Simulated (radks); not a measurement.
Initial-state core-level shifts of the iron ion Fe2+ when its valence configuration changes from [Ar] 3d6. Method: scalar-relativistic Kohn-Sham, r2SCAN, spin-unpolarised, spherical densities, finite nucleus; meta-GGA in the generalised Kohn-Sham scheme; Fermi nuclear charge, rms radius 3.7377 fm; computed with a radial shooting solver on a logarithmic mesh with Libxc functionals. Shifts are changes of the shell-averaged eigenvalues in eV (positive: less bound); the change of the density at the nucleus, which sets a Mossbauer isomer shift, is in e/bohr^3, on a base of 1.519e+04.

3d5.5 4s0.5: 1s -3.735; 2s -4.179; 3s -3.586; 3p -3.464; density at nucleus +5.875
3d5 4s1: 1s -7.719; 2s -8.646; 3s -7.334; 3p -7.082; density at nucleus +12.381
3d4 4s2: 1s -16.499; 2s -18.532; 3s -15.301; 3p -14.769; density at nucleus +28.076
3d4 4p2: 1s -19.168; 2s -21.108; 3s -17.898; 3p -17.345; density at nucleus +5.915
3d4.5 4s1.5: 1s -11.975; 2s -13.432; 3s -11.244; 3p -10.855; density at nucleus +19.755
3d4 4s1 4p1: 1s -17.844; 2s -19.830; 3s -16.613; 3p -16.070; density at nucleus +16.896
3d5 4p1: 1s -9.103; 2s -9.967; 3s -8.698; 3p -8.437; density at nucleus +2.529
3d4.5 4s0.5 4p1: 1s -13.344; 2s -14.747; 3s -12.584; 3p -12.185; density at nucleus +9.304
3d3 4s1 4p2: 1s -28.884; 2s -32.124; 3s -26.265; 3p -25.417; density at nucleus +22.552
